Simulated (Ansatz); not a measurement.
Basis-set series for ClF$_{5}$W, SMILES `[F][W]([F])([F])([F])([F])[Cl]`. The species carries charge 0 and has multiplicity 1. W takes the def2 core potential. All single points use the PBE0-D4/def2-TZVP geometry.

| functional | basis | functions | energy (Eh) | HOMO (eV) | LUMO (eV) |
| --- | --- | --- | --- | --- | --- |
| PBE0-D4 | def2-SVP | 120 | -1025.60431 | -10.69 | -4.93 |
| PBE0-D4 | def2-QZVPP | 436 | -1026.45285 | -10.60 | -4.72 |
| ωB97M-V | def2-SVP | 120 | -1025.99254 | -12.87 | -2.79 |
| ωB97M-V | def2-QZVPP | 436 | -1026.85029 | -12.83 | -2.59 |

Q: Give the rows for def2-TZVPP. (Estimate.)

A: Computed: 
| functional | basis | functions | energy (Eh) | HOMO (eV) | LUMO (eV) |
| --- | --- | --- | --- | --- | --- |
| PBE0-D4 | def2-TZVPP | 253 | -1026.41236 | -10.59 | -4.71 |
| ωB97M-V | def2-TZVPP | 253 | -1026.81212 | -12.81 | -2.57 |
